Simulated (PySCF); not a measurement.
These 4 structures share the formula C3H5ClOSi. Method used: PBE0-D3(BJ)/def2-SVP geometry optimisation, gas phase (PySCF). Energies are electronic, without zero-point or thermal terms, for one conformer each. No frequencies were run at this level. Point groups hold within 0.08 Å.

Question: Rank from lowest to highest electronic energy at this level (kcal/mol).
A. `[O:1]=[CH:2][Si@@H:3]1[CH2:4][C@H:5]1[Cl:6]` with O1–C2–Si3–C4 25°
B. `C1(Cl)O[SiH2]C=1C`
C. `[CH2:1]=[C:2]([CH:3]=[O:4])[SiH2:5][Cl:6]` with C1–C2–C3–O4 179°, C1–C2–Si5–Cl6 1°
D. `[OH:1][Si@H:2]1[CH2:3][CH:4]=[C:5]1[Cl:6]` with H–O1–Si2–C3 -51°

Answer: C (0.0), D (6.5), B (19.8), A (53.5).

As drawn, the lowest has a C=C bond outside aromatic rings, which the highest lacks; the highest has a three-membered ring, which the lowest lacks.

```json
{"SMILES": "C=C(C=O)[SiH2]Cl", "E (Eh)": "-941.39948", "E rel (kcal/mol)": "0.0", "dipole (D)": "2.48", "point group": "–", "A, B, C (MHz)": "4845, 1328, 1056"}
{"SMILES": "O[Si@H]1CC=C1Cl", "E (Eh)": "-941.38912", "E rel (kcal/mol)": "6.5", "dipole (D)": "2.04", "point group": "C1", "A, B, C (MHz)": "3847, 1591, 1209"}
{"SMILES": "CC1=C(Cl)O[SiH2]1", "E (Eh)": "-941.36794", "E rel (kcal/mol)": "19.8", "dipole (D)": "2.30", "point group": "–", "A, B, C (MHz)": "3584, 1922, 1280"}
{"SMILES": "O=C[Si@@H]1C[C@H]1Cl", "E (Eh)": "-941.31430", "E rel (kcal/mol)": "53.5", "dipole (D)": "2.03", "point group": "C1", "A, B, C (MHz)": "5560, 1160, 1136"}
```

How do the relative energies change in single points at B3LYP/pcSseg-2 (no added dispersion term) on the same geometries?

```json
{"SMILES": "C=C(C=O)[SiH2]Cl", "PBE0-D3(BJ)/def2-SVP (kcal/mol)": "0.0", "B3LYP/pcSseg-2 (kcal/mol)": "0.0", "shift": "0.0"}
{"SMILES": "O[Si@H]1CC=C1Cl", "PBE0-D3(BJ)/def2-SVP (kcal/mol)": "6.5", "B3LYP/pcSseg-2 (kcal/mol)": "3.7", "shift": "-2.8"}
{"SMILES": "CC1=C(Cl)O[SiH2]1", "PBE0-D3(BJ)/def2-SVP (kcal/mol)": "19.8", "B3LYP/pcSseg-2 (kcal/mol)": "21.2", "shift": "+1.4"}
{"SMILES": "O=C[Si@@H]1C[C@H]1Cl", "PBE0-D3(BJ)/def2-SVP (kcal/mol)": "53.5", "B3LYP/pcSseg-2 (kcal/mol)": "55.3", "shift": "+1.8"}
```

Each column counts from its own lowest isomer. The order is unchanged; the largest shift is 2.8 kcal/mol.

As an exercise, what shares would exp(−E/RT) give at 1000 K from these electronic energies alone (no entropy, no degeneracies)?

RT = 1.987 kcal/mol: C=C(C=O)[SiH2]Cl 96.3 %, O[Si@H]1CC=C1Cl 3.7 %, CC1=C(Cl)O[SiH2]1 under 0.1 %, O=C[Si@@H]1C[C@H]1Cl under 0.1 %.
